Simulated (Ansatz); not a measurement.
Ansatz results at the PBE0-D4/def2-TZVP geometry: HOMO energy (B3LYP/def2-TZVPP) -8.81 eV; LUMO energy (PBE0/def2-TZVPP) -1.72 eV; HOMO energy (PBE0/def2-TZVPP) -9.03 eV.

Each molecule was computed in one conformer, which needn't be the lowest.

Which molecule gave them?
A. `[GaH2][SeH]`
B. `[Cl][GaH][GeH3]`
C. `[OH][Ga]([SH])[Cl]`
D. `[SiH3][O][Ga]([Cl])[Cl]`

D. The others give `[GaH2][SeH]`: -7.12, -1.58, -7.35; `[Cl][GaH][GeH3]`: -7.60, -2.07, -7.81; `[OH][Ga]([SH])[Cl]`: -7.86, -1.18, -8.13.

B3LYP here is the variant with VWN-RPA as its local correlation; programs differ in this.
